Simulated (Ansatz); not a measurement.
Program: Ansatz. Geometries: PBE0-D4/def2-TZVP. ΔE: electronic, gas phase. CBS: MP2 limit from def2 TZ/QZ plus the TZ coupled-cluster correction, frozen cores. This one scheme is used for every species, atoms too. DFT in def2-TZVPP. No spin–orbit coupling; open shells (•) take unrestricted orbitals. For Ga outer-core shells are correlated without core-valence functions, so the limit isn't a true one: a few kJ/mol of doubt a bond, and 10 to 20 or more in all where bonds break to atoms. Scalar relativity is left out up to krypton. Each species was taken in one conformer, which may not be the lowest.

`[F][GaH][O][SiH3]` → `[F][Ga][O][SiH3]`• + H•  (homolysis of the Ga–H bond)

```csv
level,ΔE (kJ/mol)
CAM-B3LYP,352.3
LC-ωPBE,346.0
```

Question: What does CCSD(T)/CBS give? (Estimate.)

Answer: Computed: +366.6 kJ/mol. The listed levels differ from it by -14.3, -20.6 kJ/mol.

Largest T1 diagnostic among the species: 0.016.

In def2-TZVPP, CCSD(T) changes the Hartree–Fock value by +82.8 kJ/mol (the triples alone add −0.7 kJ/mol) and MP2 by +70.9 kJ/mol; breaking electron pairs costs correlation energy, which Hartree–Fock lacks. From BLYP to BHLYP (50 % exact exchange), in def2-TZVPP and without D4, ΔE moves by +19.1 kJ/mol.
